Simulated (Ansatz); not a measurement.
Relaxation of BClFHS (5 atoms, charge 0, multiplicity 1), to a largest force component of 0.02 eV/Å in at most 40 steps.

The calculation used RKS B3LYP-D4/cc-pVDZ (Ansatz 0.2.0).

```xyz
5
Properties=species:S:1:pos:R:3
F -0.891 -1.085 1.112
B -0.517 -0.097 0.096
S 0.940 1.016 0.405
Cl -1.343 0.031 -1.509
H 1.862 0.062 -0.145
```

Problem. Where does it end, and by what steps?

Solution. The run converged. After 13 steps the energy has fallen by 0.987 eV; H5 moved furthest, 0.91 Å.

```
step  energy less start (eV)  largest force component (eV/Å)  accepted
   0                  0.0000                           3.104       yes
   1                 -0.1667                           2.534       yes
   2                 -0.2782                           2.298       yes
   3                 -0.4431                           1.289       yes
   4                 -0.4762                           0.494       yes
   5                 -0.5850                           0.509       yes
   6                 -0.6149                           1.890       yes
   7                 -0.8609                           0.669       yes
   8                 -0.9594                           0.337       yes
   9                 -0.9664                           0.291       yes
  10                 -0.9866                           0.076       yes
  11                 -0.9865                           0.109        no
  12                 -0.9868                           0.022       yes
  13                 -0.9868                           0.000       yes
```

```xyz
5
Properties=species:S:1:pos:R:3
F -0.534 -1.173 0.726
B -0.428 -0.149 -0.122
S 1.069 0.857 -0.216
Cl -1.797 0.223 -1.175
H 1.740 0.169 0.746
```

Whether the end is a true minimum wasn't checked by a vibrational analysis.

Run time: 35 s on 1 thread of Intel(R) Xeon(R) Platinum 8375C CPU @ 2.90GHz (Ice Lake), with other jobs on the host, peak memory 0.16 GiB.
